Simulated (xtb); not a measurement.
C₂H₄N (SMILES CC#[NH+]), charge +1, singlet, from a rough starting geometry; GFN2-xTB run with xtb.

xtb was given this input:
```
$ xtb mol.xyz --gfn 2 --chrg 1 --opt vtight --json

# file mol.xyz
7

C     -0.00258490     0.01027000    -0.92698796
C     -0.01990045     0.06996459     0.52499982
N      0.02280829    -0.02701991     1.74853183
H      0.03696337     1.02030969    -1.26238780
H      0.88315578    -0.50828235    -1.31277227
H     -0.87964219    -0.49738765    -1.28360492
H     -0.01930156     0.02111569     2.67061100
```

Predict the main parts of the log of this xtb run.


```
   ID    Z sym.   atoms
    1    6 C      1, 2
    2    7 N      3
    3    1 H      4-7

           -------------------------------------------------
          |                Calculation Setup                |
           -------------------------------------------------

           -------------------------------------------------
          |                 G F N 2 - x T B                 |
           -------------------------------------------------

          ...................................................
          :                      SETUP                      :
          :.................................................:
          :  # basis functions                  16          :
          :  # atomic orbitals                  16          :
          :  # shells                           10          :
          :  # electrons                        16          :
          :  max. iterations                   250          :
          :  Hamiltonian                  GFN2-xTB          :
          :  restarted?                      false          :
          :  GBSA solvation                  false          :
          :  PC potential                    false          :
          :  electronic temp.          300.0000000     K    :
          :  accuracy                    1.0000000          :
          :  -> integral cutoff          0.2500000E+02      :
          :  -> integral neglect         0.1000000E-07      :
          :  -> SCF convergence          0.1000000E-05 Eh   :
          :  -> wf. convergence          0.1000000E-03 e    :
          :  Broyden damping             0.4000000          :
          :  net charge                          1          :
          :  unpaired electrons                  0          :
          ...................................................

 iter      E             dE          RMSdq      gap      omega  full diag
   1     -8.7288850 -0.872888E+01  0.801E+00    6.21       0.0  T
   2     -8.7510106 -0.221256E-01  0.669E+00    5.63       1.0  T
   3     -8.8918787 -0.140868E+00  0.333E+00    5.14       1.0  T
   4     -8.8944057 -0.252706E-02  0.550E-01    5.21       1.0  T
   5     -8.8952892 -0.883520E-03  0.155E-01    5.06       1.0  T
   6     -8.8952768  0.124784E-04  0.117E-01    5.13       1.0  T
   7     -8.8953069 -0.301253E-04  0.710E-02    5.09       1.0  T
   8     -8.8953328 -0.258996E-04  0.201E-02    5.11       1.9  T
   9     -8.8953351 -0.226055E-05  0.404E-03    5.11       9.4  T
  10     -8.8953351 -0.918908E-07  0.489E-04    5.11      77.3  T
  11     -8.8953351 -0.124916E-08  0.181E-04    5.11     208.7  T

   *** convergence criteria satisfied after 11 iterations ***

         :::::::::::::::::::::::::::::::::::::::::::::::::::::
         ::                     SUMMARY                     ::
         :::::::::::::::::::::::::::::::::::::::::::::::::::::
         :: total energy              -8.721932392283 Eh    ::
         :: gradient norm              0.281707719496 Eh/a0 ::
         :: HOMO-LUMO gap              5.107712168300 eV    ::
         ::.................................................::
         :: SCC energy                -8.895335076607 Eh    ::
         :: -> isotropic ES            0.120968951969 Eh    ::
         :: -> anisotropic ES         -0.027820989823 Eh    ::
         :: -> anisotropic XC          0.025906826221 Eh    ::
         :: -> dispersion             -0.001540796529 Eh    ::
         :: repulsion energy           0.173402684324 Eh    ::
         :: add. restraining           0.000000000000 Eh    ::
         :: total charge               1.000000000000 e     ::
         :::::::::::::::::::::::::::::::::::::::::::::::::::::

      -----------------------------------------------------------
     |                   =====================                   |
     |                        A N C O P T                        |
     |                   =====================                   |
     |               Approximate Normal Coordinate               |
     |                Rational Function Optimizer                |
      -----------------------------------------------------------
      -----------------------------------------------------------
     |                   =====================                   |
     |                        A N C O P T                        |
     |                   =====================                   |
     |               Approximate Normal Coordinate               |
     |                Rational Function Optimizer                |
      -----------------------------------------------------------

          ...................................................
          :                      SETUP                      :
          :.................................................:
          :   optimization level         verytight          :
          :   max. optcycles                   200          :
          :   ANC micro-cycles                  20          :
          :   degrees of freedom                15          :
          :.................................................:
          :   RF solver                   davidson          :
          :   write xtbopt.log                true          :
          :   linear?                        false          :
          :   energy convergence         0.1000000E-06 Eh   :
          :   grad. convergence          0.2000000E-03 Eh/α :
          :   maxmium RF displ.          1.0000000          :
          :   Hlow (freq-cutoff)         0.1000000E-01      :
          :   Hmax (freq-cutoff)         5.0000000          :
          :   S6 in model hess.         20.0000000          :
          ...................................................

generating ANC from exact Hessian ...
Using Lindh-Hessian (1995)
 Shifting diagonal of input Hessian by    8.4390086081518861E-003
 Lowest  eigenvalues of input Hessian
    0.000000    0.000000    0.000000    0.000000    0.000000    0.000000
[...]
 * total energy  :    -8.7443767 Eh     change       -0.2244432E-01 Eh
 * total energy  :    -8.7452867 Eh     change       -0.9099476E-03 Eh
 * total energy  :    -8.7453912 Eh     change       -0.1045583E-03 Eh
 * total energy  :    -8.7454087 Eh     change       -0.1752643E-04 Eh
 * total energy  :    -8.7454667 Eh     change       -0.5798750E-04 Eh
 * total energy  :    -8.7455081 Eh     change       -0.4137302E-04 Eh
 * total energy  :    -8.7455743 Eh     change       -0.6619966E-04 Eh
 * total energy  :    -8.7456106 Eh     change       -0.3630942E-04 Eh
 * total energy  :    -8.7456329 Eh     change       -0.2227171E-04 Eh
 * total energy  :    -8.7456462 Eh     change       -0.1334332E-04 Eh
 * total energy  :    -8.7456507 Eh     change       -0.4490031E-05 Eh
 * total energy  :    -8.7456511 Eh     change       -0.3526909E-06 Eh
 * total energy  :    -8.7456511 Eh     change       -0.1908433E-07 Eh
   *** GEOMETRY OPTIMIZATION CONVERGED AFTER 14 ITERATIONS ***
[...]
          :  electronic temp.          300.0000000     K    :
          :  accuracy                    1.0000000          :
          :  -> integral cutoff          0.2500000E+02      :
          :  -> integral neglect         0.1000000E-07      :
          :  -> SCF convergence          0.1000000E-05 Eh   :
          :  -> wf. convergence          0.1000000E-03 e    :
          :  Broyden damping             0.4000000          :
          :  net charge                          1          :
          :  unpaired electrons                  0          :
          ...................................................

 iter      E             dE          RMSdq      gap      omega  full diag
   1     -8.9483262 -0.894833E+01  0.259E-05    6.11       0.0  T
   2     -8.9483262 -0.241585E-12  0.141E-05    6.11    2674.2  T
   3     -8.9483262  0.225597E-12  0.889E-06    6.11    4251.2  T

   *** convergence criteria satisfied after 3 iterations ***

         :::::::::::::::::::::::::::::::::::::::::::::::::::::
         ::                     SUMMARY                     ::
         :::::::::::::::::::::::::::::::::::::::::::::::::::::
         :: total energy              -8.745651096106 Eh    ::
         :: gradient norm              0.000329797856 Eh/a0 ::
         :: HOMO-LUMO gap              6.105276566463 eV    ::
         ::.................................................::
         :: SCC energy                -8.948326163149 Eh    ::
         :: -> isotropic ES            0.121176428030 Eh    ::
         :: -> anisotropic ES         -0.027902596823 Eh    ::
         :: -> anisotropic XC          0.024998651650 Eh    ::
         :: -> dispersion             -0.001558652083 Eh    ::
         :: repulsion energy           0.202675067043 Eh    ::
         :: add. restraining           0.000000000000 Eh    ::
         :: total charge               1.000000000000 e     ::
         :::::::::::::::::::::::::::::::::::::::::::::::::::::

           -------------------------------------------------
          |                Property Printout                |
           -------------------------------------------------

    * Orbital Energies and Occupations

         #    Occupation            Energy/Eh            Energy/eV
      -------------------------------------------------------------
         1        2.0000           -0.9300794             -25.3087
         2        2.0000           -0.8820169             -24.0009
         3        2.0000           -0.8124913             -22.1090
         4        2.0000           -0.7891000             -21.4725
         5        2.0000           -0.7890907             -21.4723
         6        2.0000           -0.7535341             -20.5047
         7        2.0000           -0.7042132             -19.1626
         8        2.0000           -0.7041891             -19.1620 (HOMO)
         9                         -0.4798243             -13.0567 (LUMO)
        10                         -0.4797778             -13.0554
        11                         -0.2371556              -6.4533
        12                         -0.0579858              -1.5779
        13                          0.0037646               0.1024
        14                          0.0040534               0.1103
        15                          0.0706288               1.9219
        16                          1.0621786              28.9034
      -------------------------------------------------------------
                  HL-Gap            0.2243648 Eh            6.1053 eV
             Fermi-level           -0.5920067 Eh          -16.1093 eV

     #   Z          covCN         q      C6AA      α(0)
     1   6 C        3.752    -0.138    23.217     6.871
     2   6 C        1.891     0.221    25.929     8.224
     3   7 N        1.772    -0.003    21.993     6.944
     4   1 H        0.924     0.196     1.122     1.656
     5   1 H        0.924     0.196     1.122     1.656
     6   1 H        0.924     0.196     1.122     1.656
     7   1 H        0.861     0.333     0.622     1.235

 Mol. C6AA /au·bohr⁶  :        343.684561
 Mol. C8AA /au·bohr⁸  :       7918.230108
 Mol. α(0) /au        :         28.243639

Wiberg/Mayer (AO) data.
largest (>0.10) Wiberg bond orders for each atom

 ---------------------------------------------------------------------------
     #   Z sym  total        # sym  WBO       # sym  WBO       # sym  WBO
 ---------------------------------------------------------------------------
     1   6 C    3.955 --     2 C    1.225     4 H    0.875     5 H    0.875
                             6 H    0.874
     2   6 C    3.909 --     3 N    2.576     1 C    1.225
     3   7 N    3.677 --     2 C    2.576     7 H    0.865
     4   1 H    0.962 --     1 C    0.875
     5   1 H    0.962 --     1 C    0.875
     6   1 H    0.962 --     1 C    0.874
     7   1 H    0.889 --     3 N    0.865
 ---------------------------------------------------------------------------

Topologies differ in total number of bonds
Writing topology from bond orders to xtbtopo.mol

molecular dipole:
                 x           y           z       tot (Debye)
 q only:        0.001       0.021       0.709
   full:       -0.001       0.020       0.793       2.015
molecular quadrupole (traceless):
                xx          xy          yy          xz          yz          zz
 q only:       -5.194       0.000      -5.194      -0.063      -0.009      10.388
  q+dip:       -6.220      -0.000      -6.220      -0.089      -0.023      12.439
   full:       -5.318       0.000      -5.318      -0.079      -0.017      10.636

optimized geometry written to: xtbopt.xyz

           -------------------------------------------------
          | TOTAL ENERGY               -8.745651096106 Eh   |
          | GRADIENT NORM               0.000329797856 Eh/α |
          | HOMO-LUMO GAP               6.105276566463 eV   |
           -------------------------------------------------

normal termination of xtb
```
